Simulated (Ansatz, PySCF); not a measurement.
SiOBr, SMILES O=[Si]Br, multiplicity 2. Atoms are numbered in the order given.

```xyz
3

Si     0.4618     1.1640     0.0000
O     -0.5451     2.3148     0.0000
Br    -0.0550    -1.0067     0.0000
```
Charge 0, spin multiplicity 2.

The structure is a stationary point at TPSSh-D3(BJ)/def2-TZVP.

Two levels are set side by side: PBE-D3(BJ)/def2-TZVP (Ansatz, an electronic-structure program) and TPSSh-D3(BJ)/def2-TZVP (PySCF). Each level has its own optimised geometry; the coordinates shown are those of the second. Frequencies come from the Hessian of PySCF at each geometry. Differences are taken from unrounded values.

| quantity | TPSSh-D3(BJ) | PBE-D3(BJ) | PBE-D3(BJ) minus TPSSh-D3(BJ) |
|---|---|---|---|
| mean bond length (Å) | 1.880 | 1.896 | 0.016 |
| bond Si1–O2 (Å) | 1.529 | 1.542 | 0.012 |
| bond Si1–Br3 (Å) | 2.231 | 2.250 | 0.019 |
| highest harmonic wavenumber (cm⁻¹) | 1169 | 1132 | -37 |
| mean harmonic wavenumber (cm⁻¹) | 588 | 567 | -21 |
| zero-point energy (kcal/mol) | 2.52 | 2.43 | -0.09 |

GGA bonds tend to be longer and softer than those of functionals with exact exchange. Differences between two approximate levels are no errors against the true value.
